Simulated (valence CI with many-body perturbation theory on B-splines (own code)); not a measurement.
# Level structure of Er XIX

Method: valence CI with perturbative core correlation (CI+MBPT): four valence electrons over a frozen Dirac-Fock core [Kr] 4d10, radial functions for each j: 7 s, 7 p, 7 d, 7 f, 4 g, 2 h, with the one-electron correlation potential Σ1 (screened to all orders), the two-electron term Σ2, the three-electron term Σ3, Breit, model QED; selected single and double excitations, second order for the rest, scaled by the run's own slope (own B-spline code, finite nucleus).

No measured spectrum was set against this ion. As an estimate, terms of the open shell hold to a few per cent of their energy, and close levels can change places.

Levels 1 to 45 of 195, with energies above the lowest level, 4f4 5I_4. "Leading %" is the weight of the configuration and term that name the level; weights of strongly mixed levels are sums over their largest components and can fall short. Lifetimes count E1, E2, E3, M1 and M2 decay at the calculated energies, and are blank where another channel may lead or the interval is too uncertain; long ones can be off by a factor of two.

```tsv
No.	Configuration	Term	J	E (cm⁻¹)	Leading %	Lifetime	Second component
1	4f4	5I	4	0.0	91		8 % 4f4 3H
2	4f4	5I	5	6114	96	74.5 ms	4 % 4f4 3H
3	4f4	5I	6	12119	96	62.7 ms	
4	4f4	5I	7	17808	91	85.6 ms	7 % 4f4 3K
5	4f4	5I	8	23165	84	174 ms	14 % 4f4 3K
6	4f4	5F	1	28140	88		11 % 4f4 3D
7	4f4	5F	2	28233	70	321 s	13 % 4f4 3D
8	4f4	5F	3	32308	84	255 ms	6 % 4f4 3F
9	4f4	5F	4	32801	33	17.4 ms	24 % 4f4 3G
10	4f4	5S	2	34239	77	584 ms	14 % 4f4 3P
11	4f4	3K	6	36947	94	13.4 ms	
12	4f4	5G	2	37752	77	155 ms	15 % 4f4 3F
13	4f4	5G	3	39412	62	68.1 ms	28 % 4f4 3G
14	4f4	5F	4	39646	57	12.8 ms	24 % 4f4 3H
15	4f4	5F	5	39675	63	44.2 ms	21 % 4f4 3G
16	4f4	3K	7	40068	54	12.4 ms	36 % 4f4 3L
17	4f4	3K	8	43921	29	14.9 ms	24 % 4f4 3L
18	4f4	3H	5	47181	37	12.5 ms	28 % 4f4 5F
19	4f4	5G	4	47781	70	10.9 ms	23 % 4f4 3H
20	4f4	3G	3	49727	63	16.1 ms	28 % 4f4 5G
21	4f4	3D	2	50041	42	10.5 ms	15 % 4f4 1D
22	4f4	3P	1	53837	55	12.8 ms	36 % 4f4 3D
23	4f4	5G	5	54269	61	14.2 ms	35 % 4f4 3H
24	4f4	3L	7	54359	60	9.33 ms	36 % 4f4 3K
25	4f4	5G	6	55257	60	18.9 ms	36 % 4f4 3H
26	4f4	3L	8	56449	36	20.0 ms	31 % 4f4 3M
27	4f4	3K	8	57068	34	14.2 ms	28 % 4f4 3M
28	4f4	1D	2	57198	41	12.7 ms	35 % 4f4 3F
29	4f4	3L	9	57478	54	28.6 ms	46 % 4f4 3M
30	4f4	3P	0	58193	100	93.4 ms	
31	4f4	3D	3	58539	66	21.4 ms	21 % 4f4 3F
32	4f4	3F	4	58815	48	8.15 ms	15 % 4f4 3H
33	4f4	3H	6	60515	54	25.9 ms	34 % 4f4 5G
34	4f4	3I	5	61283	66	13.8 ms	20 % 4f4 1H
35	4f4	3G	4	61874	61	12.3 ms	19 % 4f4 3F
36	4f4	3F	2	64391	66	5.60 ms	12 % 4f4 5G
37	4f4	5D	0	64968	89	173 ms	10 % 4f4 3P
38	4f4	5D	1	66651	47	17.2 ms	30 % 4f4 3P
39	4f4	3I	6	67322	71	11.3 ms	19 % 4f4 3H
40	4f4	3I	7	68118	83	17.2 ms	13 % 4f4 1K
41	4f4	3P	2	68232	38	11.5 ms	33 % 4f4 3F
42	4f4	3M	10	68243	95	75.5 ms	5 % 4f4 1N
43	4f4	3G	5	68574	60	9.77 ms	14 % 4f4 3I
44	4f4	5D	1	68576	46	12.0 ms	31 % 4f4 3D
45	4f4	3M	9	68875	54	22.9 ms	46 % 4f4 3L
```

Names give the largest LS component (configuration and term), which can be under half, so a name can repeat, a term be missing and a line seem to break the LS rules; names also repeat where a configuration has a term twice.

Where two levels of one J and parity lie close, their mixing, g and order are uncertain.

The ionisation energy to 4f3 4I°_9/2 of the next ion comes out as 440.31 eV (NIST: 450 ± 22 eV (theoretical)). All 195 levels together are meant to be complete up to 533410 cm⁻¹.
